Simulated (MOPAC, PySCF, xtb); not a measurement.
Complex: C2H2 (SMILES C#C) (first 4 atoms) with GeH4 (SMILES [GeH4]); geometry from B3LYP-D3(BJ)/def2-TZVP, rigid monomers moved along the line of their centres of mass till C1···Ge5 is 4.34 Å.
(charge 0, multiplicity 1):
```csv
atom,x (Å),y (Å),z (Å)
C,0.0591,0.5301,-0.2626
C,-0.1087,-0.6543,-0.2263
H,0.2076,1.5819,-0.2931
H,-0.2579,-1.7058,-0.1901
Ge,0.0281,0.0667,4.0572
H,-0.7478,-1.1681,3.5781
H,0.0101,0.1089,5.5952
H,-0.6363,1.3376,3.5101
H,1.4812,-0.0115,3.5706
```

Interaction energies are E(AB) − E(A) − E(B) at the monomers' geometry in the complex; basis-set methods are counterpoise corrected. Rows marked so take none.

Rows in 6-31G* carry no dispersion term and start afresh at each structure (6-31G* with six Cartesian d functions); the Pople sets are all-electron and without relativity. The state reached by PM6 isn't checked.

Codes used: MOPAC for PM6 (differences of heats of formation); PySCF for 6-31G* rows; xtb for the GFN methods. Each number belongs to the level named beside it.

### Question
One of these levels gives -9.4 meV for the interaction energy. Which?
A. PM6
B. GFN2-xTB
C. M06-2X/6-31G* (no counterpoise)

### Answer
A, PM6. The others give -41.4 (GFN2-xTB), -55.0 (M06-2X/6-31G* (no counterpoise))
